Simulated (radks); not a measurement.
Question: Radial electron density D(r) = 4 pi r^2 rho(r) of an atom or ion with 3 electrons. Calculated with a radial shooting solver on a logarithmic mesh with Libxc functionals: non-relativistic Kohn-Sham, PBE, spin-polarised, spherical densities, point nucleus.

r (bohr)  D(r) (e/bohr)   spin D(r)
0.02673          0.4811  -0.0000423
0.03537          0.7725  -0.0000679
0.0468            1.207   -0.000106
0.06193           1.817   -0.000159
0.08194           2.610   -0.000227
0.1084            3.521   -0.000303
0.1434            4.380   -0.000369
0.1898            4.904   -0.000396
0.2511            4.792   -0.000350
0.3323            3.925   -0.000205
0.4361            2.601   0.0000487
0.5771            1.276    0.000533
0.7635           0.4287     0.00168
1.01            0.09089     0.00448
1.337           0.01867     0.00972
1.769           0.01484      0.0145
2.34            0.01079      0.0108
3.096         0.0003864    0.000386
4.097           0.01067      0.0107
5.421           0.01554      0.0155
7.172          0.002595     0.00260
9.49            0.02583      0.0258
12.46          0.005548     0.00555
16.48           0.02910      0.0291
21.81           0.03370      0.0337
28.85           0.05473      0.0547
38.18          0.001259     0.00126

What is the nuclear charge?

Answer: Z = 5. The innermost maximum, from 1s, lies near 1/Z = 0.2 bohr (found: 0.209), and its height grows with Z. The density is that of the boron ion B2+ in [He] 7d1; the configuration itself is not fixed sharply by these data. D(r) has 6 maxima, at r = 0.209, 1.83, 4.85, 9.05, 15.1, 25.6 bohr, and minima at 1.59 bohr, inside which lie 2.01 electrons.
